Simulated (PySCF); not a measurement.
# Reading the logs of faulty runs: BClGeH5Si

These are calculations, not measurements. They come from PySCF 2.14.0, an open-source quantum chemistry program, on an isolated molecule that a program drew, which may never have been made. The molecule is BClGeH5Si (charge 0, doublet), drawn as the SMILES string `[SiH3][GeH][BH]Cl`.

Each row is a Hartree-Fock (HF) and frozen-core CCSD(T) single point in the cc-pV(D+d)Z basis, meant for a local HF minimum. Run 1 is clean. Each other run has one planted mistake out of seven kinds, and not every kind appears here: one electron removed, one electron added, multiplicity raised by two, geometry at a saddle point, minimal basis STO-3G, one bond length entered in bohr, all coordinates scaled. The reference is restricted for singlets and unrestricted otherwise, and also for a bond in bohr. Adding or removing an electron swaps singlet and doublet. Electrons count all cores. HOMO and LUMO are orbital energies over both spins, the gradient is its largest component, and the lowest frequency (negative if imaginary) is given only where the gradient is small. Bond lengths are over the 8 bonds as drawn. T1 is the CCSD diagnostic: over 0.02 (restricted) or 0.045 (unrestricted) a single reference is doubtful. Germanium has the cc-pVDZ-PP basis, with a core potential (ECP10MDF) in place of its 10 inner electrons, and its 3s, 3p and 3d shells are frozen in CCSD(T).

Geometry of the clean run:
```xyz
9
BClGeH5Si, angstrom
Si   -0.5610    1.0149    0.9423
Ge    1.5015    1.4945   -0.1692
B     2.5837    0.1343   -1.2216
Cl    1.8870   -1.4319   -1.6564
H    -0.3213    0.4768    2.3009
H    -1.3451    2.2653    1.0550
H    -1.3157    0.0222    0.1482
H     2.2541    2.7279    0.3348
H     3.6887    0.3624   -1.6080
```

```
run,electrons,basis functions,<S^2>,HOMO (eV),LUMO (eV),gradient (hartree/bohr),lowest frequency (cm^-1),mean bond (Å),longest bond (Å),T1,HF (hartree),CCSD(T) (hartree),mistake
1,73,108,0.763,-8.21,0.28,2.3e-06,41,1.6693,2.391,0.0165,-1069.42379,-1069.90197,no fault
2,73,108,3.773,-5.95,-2.46,5.9e-02,-,1.6693,2.391,0.0295,-1069.25754,-1069.73414,multiplicity raised by two
3,73,108,0.767,-8.23,0.21,4.9e-02,-,1.8228,2.611,0.0194,-1069.37029,-1069.85588,all coordinates scaled
4,74,108,0.000,-1.29,7.16,4.0e-02,-,1.6693,2.391,0.0191,-1069.44024,-1069.95478,?
5,73,108,1.759,-8.18,0.19,1.4e-02,-,1.8337,2.794,0.0195,-1069.29254,-1069.74714,?
```

**Which mistake was planted in run 4, and what did it cost?**

It counts 74 electrons, one more than the clean run, at the same geometry and basis. So the mistake is: one electron added. Subtracting run 1 and multiplying by 627.51 kcal/mol a hartree, the energy moved by -10.3 kcal/mol in HF and -33.1 kcal/mol in CCSD(T).

**Which mistake was planted in run 5, and what did it cost?**

The mean bond changes by a factor of 1.098 and the longest by 1.169, so the molecule wasn't scaled as a whole. A length L in bohr read as angstrom grows by (1/0.5292 - 1) L = 0.890 L. The 8 bonds together grew by 8 x 0.1644 = 1.315 Å, which gives L = 1.478 Å. That is the length of one of the H-Si bonds, 1.478 Å in the clean geometry. So the mistake is: one bond length entered in bohr. Subtracting run 1 and multiplying by 627.51 kcal/mol a hartree, the energy moved by 82.4 kcal/mol in HF and 97.2 kcal/mol in CCSD(T).

